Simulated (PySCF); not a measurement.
C3H10GeSi.
Geometry (PBE0-D3(BJ)/def2-SVP, Å), atoms numbered from 1 in this order:
```xyz
15
C3H10GeSi angstrom
C     -2.6247   -0.8014   -0.0548
C     -2.2321    0.3902   -0.5129
Ge    -0.3761    0.9580   -0.5964
C      0.8004   -0.4952   -0.0144
Si     2.6313   -0.0800   -0.0804
H     -1.9115   -1.5497    0.3088
H     -3.6817   -1.0892   -0.0206
H     -2.9967    1.0948   -0.8646
H     -0.1632    2.1914    0.3080
H     -0.0235    1.3690   -2.0423
H      0.6033   -1.3742   -0.6505
H      0.5289   -0.7682    1.0189
H      3.4675   -1.2476    0.3406
H      3.0289    0.3043   -1.4703
H      2.9367    1.0682    0.8283
```

Theory: PySCF, PBE0-D3(BJ)/def2-SVP geometry optimisation, gas phase.

Take the most abundant isotopes and a rigid rotor. The values belong to one conformer with, in the numbering `[CH2:1]=[CH:2][GeH2:3][CH2:4][SiH3:5]`, C1–C2–Ge3–C4 3°, C2–Ge3–C4–Si5 179°.

(1) Give the principal moments of inertia and the rotational constants in cm⁻¹.

(2) What kind of rotor is it?

(3) Is it planar, by Δ = Ic − Ia − Ib?

(4) Where do the levels up to J = 4 lie, in MHz?

(5) Which lines would a microwave search look for?

Results:

(1) Ia = 89.99, Ib = 422.40, Ic = 496.97 u·Å²; 505379 MHz·u·Å²/I gives 5616, 1196 and 1017 MHz, that is A = 0.18733, B = 0.03991, C = 0.03392 cm⁻¹.

(2) A near-prolate asymmetric top. Ray's parameter κ = (2B − A − C)/(A − C) = -0.922; −1 is the prolate and +1 the oblate limit.

(3) Not planar: Δ = Ic − Ia − Ib = -15.42 u·Å². For a rigid frame Δ = −2 Σ m c², so Σ m c² = 7.71 u·Å² lies off the ab plane: 7.70 from hydrogen and 0.01 from heavier atoms. The atom farthest from that plane is 1.27 Å away.

(4) Above 0(0,0):
J = 1: 1(0,1) 2213, 1(1,1) 6633, 1(1,0) 6812
J = 2: 2(0,2) 6635, 2(1,2) 10880, 2(1,1) 11419, 2(2,1) 24677, 2(2,0) 24683
J = 3: 3(0,3) 13253, 3(1,3) 17248, 3(1,2) 18325, 3(2,2) 31317, 3(2,1) 31344, 3(3,1) 53867, 3(3,0) 53867
J = 4: 4(0,4) 22054, 4(1,4) 25732, 4(1,3) 27526, 4(2,3) 40167, 4(2,2) 40247, 4(3,2) 62731, 4(3,1) 62732, 4(4,1) 94287, 4(4,0) 94287
Those of J = 1 are B + C, A + C and A + B.

(5) The dipole components are |μa| = 0.92 D, |μb| = 0.87 D, |μc| = 0.01 D. The squared components, which scale the intensities, stand as 1.00 : 0.91 : 0.00 (a : b : c). Some lines, for components of 0.1 D or more:

```tsv
type	branch	J(Ka,Kc)	MHz	lower level (cm⁻¹)
a	Q	2(1,1) ← 2(1,2)	539	0.363
a	R	1(0,1) ← 0(0,0)	2213	0.000
a	R	2(1,2) ← 1(1,1)	4247	0.221
a	R	2(0,2) ← 1(0,1)	4421	0.074
b	Q	1(1,0) ← 1(0,1)	4599	0.074
a	R	2(1,1) ← 1(1,0)	4606	0.227
b	Q	2(1,1) ← 2(0,2)	4784	0.221
b	R	1(1,1) ← 0(0,0)	6633	0.000
b	R	2(1,2) ← 1(0,1)	8667	0.074
b	Q	2(2,0) ← 2(1,1)	13264	0.381
b	Q	2(2,1) ← 2(1,2)	13797	0.363
b	R	2(2,1) ← 1(1,0)	17865	0.227
b	R	2(2,0) ← 1(1,1)	18050	0.221
```

No frequency check. These are rigid-rotor constants of the computed structure; measured ground-state constants (B0) also hold zero-point vibration. A rigid rotor knows nothing of internal rotation, which can split or shift real lines.
